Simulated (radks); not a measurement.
Results of a calculation; reference values are marked as such.
Problem. The mean radii <r> (bohr) of the occupied orbitals of an atom or ion are listed with their occupations. Level of theory: Dirac Kohn-Sham, PBEsol, spin-unpolarised, spherical densities, finite nucleus; Fermi nuclear charge, rms radius of each element as measured or else 0.836 A^(1/3) + 0.57 fm (a radial shooting solver on a logarithmic mesh with Libxc functionals).

orbital  occ.      <r>
1s1/2       2  0.04702
2s1/2       2   0.2099
2p1/2       2   0.1813
2p3/2       4   0.1849
3s1/2       2   0.6246
3p1/2       2   0.6401
3p3/2       4   0.6509
3d3/2       4   0.7321
3d5/2       6   0.7374
4s1/2       2    2.029
4p1/2       1    2.518

Name the element and its charge. Open shells, if any, fill j = l - 1/2 first.

Solution. Z = 32, germanium, charge +1: Ge+ in [Ar] 3d10 4s2 4p1. The 1s radius gives Z: for a bare nucleus <r> = (2 gamma + 1)/(2Z) with gamma = sqrt(1 - (Z/c)^2), 0.04601 bohr for Z = 32, and screening makes it slightly larger (0.04702 here). The occupations add up to 31, and the charge is Z minus that.
